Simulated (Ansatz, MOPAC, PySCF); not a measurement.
Species: CH2S (charge 0, singlet). SMILES: C=S
Geometry from a B3LYP-D3(BJ)/def2-TZVP (Ansatz, a quantum-chemistry and plane-wave program) optimisation:
```xyz
4

C     -0.9907     0.1914    -0.1620
S      0.5657    -0.1093     0.0925
H     -1.3280     1.0050    -0.8021
H     -1.7796    -0.4045     0.2939
```
Charge 0, spin multiplicity 1.

Property: vertical ionisation energy to the doublet, in eV. Set-up: no spin-orbit coupling; six Cartesian d functions in 6-31G* and its kin unless marked 5d; each state is the SCF solution reached for its charge and spin; non-relativistic; PM7 with its own dispersion and hydrogen-bond terms; 6-311+G** with 5d, 6d on Na to Ar in Ansatz; UHF or UKS for open shells; dispersion terms only where a functional's name holds one. First-principles rows: single points at B3LYP-D3(BJ) geometries (Ansatz). Semi-empirical rows: differences of heats of formation at the shared geometry for vertical values.

```csv
level,program,vertical ionisation energy to the doublet (eV)
AM1,MOPAC,8.40
PM3,MOPAC,8.76
PM7,MOPAC,8.69
MNDO,MOPAC,9.05
B3LYP/3-21G,Ansatz,9.43
B3LYP/6-31G*,Ansatz,9.28
B3LYP/6-311+G**,Ansatz,9.36
B3LYP/def2-TZVPD,Ansatz,9.32
M06-2X/def2-TZVPD,PySCF,9.40
wB97X-V/def2-TZVPD,Ansatz,9.31
```

No value to compare with is used here. The 7 habitual levels span 8.40 (AM1) to 9.43 eV (B3LYP/3-21G); B3LYP/def2-TZVPD gives 9.32.

The levels are drawn from those run, B3LYP/6-31G* more often than the rest, none by its result; left out are runs that failed, that the program found above a lower state of the same kind, or whose <S^2> lies over 0.5 above the pure value.
